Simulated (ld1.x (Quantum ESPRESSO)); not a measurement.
u(r) = r·R(r): atom against pseudo-atom (Si (Z = 14))

Columns: radius, all-electron u(r) and pseudo u(r) of the 3p shell (level -4.06 eV) of silicon in the configuration [Ne] 3s2 3p2; PBEsol, scalar-relativistic, RRKJ scheme, ld1.x (Quantum ESPRESSO) 7.5.

| r (bohr) | all-electron | pseudo |
| --- | --- | --- |
| 0.088 | 0.0850 | -0.0038 |
| 0.175 | 0.1922 | -0.0150 |
| 0.262 | 0.2502 | -0.0327 |
| 0.350 | 0.2563 | -0.0564 |
| 0.438 | 0.2231 | -0.0845 |
| 0.525 | 0.1655 | -0.1153 |
| 0.612 | 0.0943 | -0.1478 |
| 0.700 | 0.0159 | -0.1816 |
| 0.788 | -0.0633 | -0.2158 |
| 0.875 | -0.1393 | -0.2502 |
| 0.962 | -0.2108 | -0.2855 |
| 1.050 | -0.2773 | -0.3227 |
| 1.138 | -0.3376 | -0.3617 |
| 1.225 | -0.3909 | -0.4015 |
| 1.312 | -0.4380 | -0.4415 |
| 1.400 | -0.4795 | -0.4802 |
| 1.487 | -0.5145 | -0.5146 |
| 1.575 | -0.5442 | -0.5442 |
| 1.662 | -0.5682 | -0.5682 |
| 1.750 | -0.5875 | -0.5875 |
| 1.838 | -0.6021 | -0.6021 |
| 1.925 | -0.6125 | -0.6125 |
| 2.012 | -0.6193 | -0.6193 |
| 2.100 | -0.6227 | -0.6227 |
| 2.188 | -0.6232 | -0.6232 |
| 2.275 | -0.6211 | -0.6211 |

Q: How many radial nodes do the two functions have?

A: The all-electron 3p function has n − l − 1 = 1; the pseudo-wave has 0, since the states of the same l below it are removed with the core.

Q: At about which radius was the pseudo-wave matched?

A: 1.60 bohr. The columns agree to 0.0005 from 1.49 bohr on; several derivatives are matched, so the curves merge somewhat inside the radius.

Q: Is the pseudo-wave norm-conserving?

A: Yes: the RRKJ scheme keeps the norm inside the radius equal to the all-electron one, which fixes the energy derivative of the logarithmic derivative at the level.
